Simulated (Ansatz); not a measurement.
Cartesian coordinates (Å):
```xyz
5

B     -0.5819    -0.0488    -0.0080
S      1.0707    -0.6794     0.0829
H     -0.7969     1.1123    -0.1146
H     -1.4479    -0.8590     0.0447
H      1.7549     0.4756    -0.0040
```
Charge 0, multiplicity 1.

Calculation: Ansatz (a program for electronic structure) with frozen-core CCSD(T)/cc-pVTZ // B3LYP-D3(BJ)/def2-TZVP.

```
Item                           Result
----------------------  -------------
HF energy               -424.00092 Ha
MP2 correlation energy    -0.28586 Ha
```

### Question
Estimate the CCSD correlation energy, the (T) correction, the total energy and the T1 diagnostic.

### Answer

```yaml
CCSD correlation energy: -0.31901 Ha
"(T) correction": -0.01305 Ha
CCSD(T) total energy: -424.33298 Ha
T1 diagnostic: 0.015
```
